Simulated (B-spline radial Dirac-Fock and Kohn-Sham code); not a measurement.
Photoionisation of iron ions at Mg Kα (1253.6 eV)

Calculated with a radial finite-basis atomic code, using a relativistic central-field model (Hartree-Slater potential of the initial state, Latter tail, multipole expansion of the photon field, Dirac-Fock thresholds). Cross sections in kb; a dash marks an empty subshell or a threshold above the photon energy.

| ion | configuration | total | 2s | 2p1/2 | 2p3/2 | 3d3/2 | 3d5/2 |
| --- | --- | --- | --- | --- | --- | --- | --- |
| Fe | [Ar] 3d6 4s2 | 498.8 | 86.1 | 121 | 236 | 1.75 | 2.57 |
| Fe⁵⁺ | [Ar] 3d3 | 504.1 | 86.4 | 122 | 237 | 1.24 | 1.83 |
| Fe¹³⁺ | [Ne] 3s2 3p1 | 403.5 | – | 127 | 246 | – | – |
| Fe¹⁴⁺ | [Ne] 3s2 | 396.8 | – | 127 | 247 | – | – |
